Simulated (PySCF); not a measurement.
Dy²⁺ (dysprosium, charge +2) across methods

[Xe] 4f9 6p1, one real determinant (an excited configuration). Calculation: PySCF 2.14, in x2c-TZVPPall with one added diffuse shell each of s, p, d, f type (12s8p8d5f2g, 129 functions); the spin-free X2C one-electron Hamiltonian (Gaussian nucleus).

```
method   E (hartree)  mean ε 4f α (eV)  mean ε 4f β (eV)  mean ε 6p α (eV)  Σ⟨r²⟩ (bohr²)    ⟨S²⟩
  PBE0     -12155.60           -32.092           -27.961           -13.668          51.46  12.003
   UHF  -12151.60543           -41.335           -35.277           -14.582          52.64  12.006
r2SCAN     -12155.96           -29.081           -25.254           -13.234          51.25  12.005
   PBE     -12155.71           -28.772           -25.202           -13.212          51.30  12.002
   LDA     -12147.16           -29.067           -25.188           -13.179          51.07  12.002
```

⟨L²⟩ = 26.02 against 42 for a pure I term, so this real determinant mixes terms. Spin-orbit coupling, absent here, splits the open shell strongly.
